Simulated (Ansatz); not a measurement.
Computed with Ansatz on PBE0-D4/def2-TZVP structures; ΔE is electronic, products minus reactants. CCSD(T)/CBS is the MP2 limit (def2-TZVPP, def2-QZVPP) plus CCSD(T) − MP2 in def2-TZVPP, frozen cores. Functionals use def2-TZVPP. B3LYP here is the variant with VWN-RPA as its local correlation; programs differ in this. For Ge outer-core shells are correlated without core-valence functions, which leaves a few kJ/mol of doubt a bond. Scalar relativity is left out up to krypton. Each species was taken in one conformer, which may not be the lowest.

Reaction (substitution at a C–Al bond): `C=[CH][Al]([CH3])[CH3]` + `B[NH][GeH3]` → `B[N]([GeH3])C=C` + `[CH3][AlH][CH3]`

| level | ΔE (kcal/mol) |
| --- | --- |
| B3LYP-D4 | 10.3 |
| r2SCAN | 10.5 |
| PBE0 | 10.5 |
| SCS-MP2/def2-TZVPP | 11.2 |

(1) What does CCSD(T)/CBS give? (Best estimate.)

Largest T1 diagnostic among the species: 0.013.

## Answers

(1) Computed: +11.1 kcal/mol. The listed levels differ from it by -0.8, -0.6, -0.6, 0.1 kcal/mol.

In def2-TZVPP, CCSD(T) changes the Hartree–Fock value by −1.9 kcal/mol (the triples alone add −0.5 kcal/mol) and MP2 by −2.3 kcal/mol. The D4 term adds −1.4 kcal/mol with B3LYP and −0.7 kcal/mol with PBE0; it sums over pairs of atoms, weighted by their polarisabilities, and B3LYP, whose exchange is more repulsive, gets the larger term.
